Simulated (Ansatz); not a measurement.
Geometry optimisation, RKS PBE/def2-SVP (Ansatz).

Input:

```yaml
crystal:
  periodic: [false, false, false]
  atoms:
    - { symbol: Zr, position_ang: [0.0, 0.0, 0.0] }
    - { symbol: Cl, position_ang: [0.0, 0.0, 2.87] }
    - { symbol: Cl, position_ang: [2.3764, 0.0, -0.8392] }
    - { symbol: Cl, position_ang: [-1.1869, 2.0563, -0.8392] }
    - { symbol: Cl, position_ang: [-1.1869, -2.0563, -0.8392] }
    - { symbol: O, position_ang: [-2.2491, 0.0, 0.7473] }
    - { symbol: Al, position_ang: [-3.5628, -0.9643, 0.0314] }
    - { symbol: H, position_ang: [-3.2937, -2.4314, -0.4258] }
    - { symbol: H, position_ang: [-4.9834, -0.3425, -0.1389] }
    - { symbol: H, position_ang: [-1.5726, 0.0, 2.002] }
basis:
  gaussian: { orbitals: def2-SVP }
hamiltonian:
  xc: pbe
relax:
  f_tol: 0.15
  max_steps: 25
  restrain:
    - { distance: [0, 5], at: 3.27, k: 30.0 }
    - { distance: [9, 1], at: 2.57, k: 30.0 }
    - { distance: [0, 1], at: 2.52, k: 30.0 }
    - { distance: [9, 5], at: 1.01, k: 30.0 }
```

Run as:

```bash
$ ansatz run input.yaml --threads 4 --pin off --max-ram 5120MiB --backend cpu --events-out ev --progress --plain --runs-dir out
```

Where does it end, and by what steps?

It converged. The restraints hold the end off the free minimum. After 14 steps the energy has fallen by 3.255 eV (the restraints' own energy left out); H8 moved furthest, 1.15 Å. Parted: Zr1–O6 (2.37 → 3.25 Å). Joined: O6–H10 (1.43 → 0.99 Å).

```tsv
step	energy less start (eV)	largest force component (eV/Å)	accepted
0	0.0000	3.047	yes
1	-0.5207	3.705	yes
2	-1.1711	4.139	yes
3	-1.9876	3.306	yes
4	-2.7116	1.501	yes
5	-2.9400	1.289	yes
6	-3.0264	1.304	yes
7	-3.0766	1.362	yes
8	-3.1119	1.394	yes
9	-3.1438	1.449	yes
10	-3.1758	1.478	yes
11	-3.2027	1.562	yes
12	-3.2107	1.470	yes
13	-3.2486	1.546	yes
14	-3.2546	1.573	yes
```

```xyz
10
Properties=species:S:1:pos:R:3
Zr 0.124 0.206 -0.089
Cl 0.234 -0.252 2.341
Cl 2.293 -0.061 -0.869
Cl -0.441 2.386 -0.654
Cl -1.148 -1.399 -1.312
O -2.834 0.030 1.247
Al -3.564 -1.169 0.192
H -3.583 -2.697 0.657
H -4.415 -0.542 -0.996
H -2.323 -0.240 2.051
```

Run time: 49 s on 4 threads of Arm Neoverse V2, on a shared host, peak memory 0.25 GiB.
